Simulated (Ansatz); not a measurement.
A nudged elastic band was laid between two geometries of CH10Ge2Si (14 atoms, charge 0, multiplicity 1).

All numbers below come from RHF/def2-mTZVP in Ansatz.

```yaml
movable_images: 5
climbing_image: from the first iteration
spring: 5.0 eV/Å²
optimiser: lbfgs
start_path: through a guess of the saddle point
force_threshold: 0.03 eV/Å
iteration_limit: 60
end_points: relaxed
```

First end point:

```xyz
14
Properties=species:S:1:pos:R:3
C -1.493 1.815 -0.159
Ge -0.646 0.759 1.274
Ge 1.364 -0.417 0.476
Si 0.890 -2.030 -1.249
H -1.804 1.179 -0.978
H -0.806 2.556 -0.548
H -2.367 2.330 0.217
H -1.652 -0.278 1.814
H -0.260 1.686 2.443
H 2.371 0.616 -0.069
H 2.042 -1.134 1.661
H -0.065 -3.041 -0.753
H 0.289 -1.355 -2.418
H 2.124 -2.715 -1.682
```

Last end point:

```xyz
14
Properties=species:S:1:pos:R:3
C -1.187 2.482 0.668
Ge -1.112 0.524 0.467
Ge 1.083 -0.236 -0.347
Si 1.194 -2.611 -0.738
H -1.004 2.973 -0.279
H -0.444 2.826 1.376
H -2.162 2.788 1.024
H -2.200 0.060 -0.522
H -1.404 -0.151 1.822
H 1.417 0.502 -1.660
H 2.167 0.157 0.677
H 0.919 -3.345 0.513
H 0.188 -3.003 -1.745
H 2.532 -2.994 -1.229
```

Problem. Which bonds break or form, and what moves?

Solution. No bond is made or broken. The dihedral C1–Ge2–Ge3–Si4 goes from -63 to -177°.

Problem. Give the energies along the band, and the barrier.

Solution. The forces met the threshold. The highest image is number 3 of 0 to 6, 0.035 eV above the first end and 0.039 eV above the last; the last end lies 0.004 eV below the first. The order of the stationary point at the top wasn't checked.

```
image  path coordinate (Å)  energy (eV)  dihedral C1–Ge2–Ge3–Si4 (°)
    0                 0.00        0.000                          -63
    1                 0.97        0.006                          -80
    2                 1.94        0.020                          -97
    3                 2.91        0.035                         -114
    4                 4.06        0.027                         -135
    5                 5.20        0.008                         -156
    6                 6.34       -0.004                         -177
```

Problem. What is the geometry of the highest image?

Solution. 
```xyz
14
Properties=species:S:1:pos:R:3
C -1.315 2.220 0.083
Ge -0.853 0.549 1.014
Ge 1.306 -0.272 0.157
Si 0.963 -2.355 -0.991
H -1.381 2.045 -0.983
H -0.550 2.966 0.253
H -2.263 2.618 0.422
H -1.933 -0.519 0.744
H -0.791 0.765 2.537
H 1.874 0.780 -0.818
H 2.331 -0.446 1.292
H 0.414 -3.338 -0.037
H -0.023 -2.151 -2.072
H 2.208 -2.889 -1.573
```

Run time: 13 min on 2 threads of Intel(R) Xeon(R) Platinum 8488C (Sapphire Rapids) (shared host), peak memory 0.41 GiB.
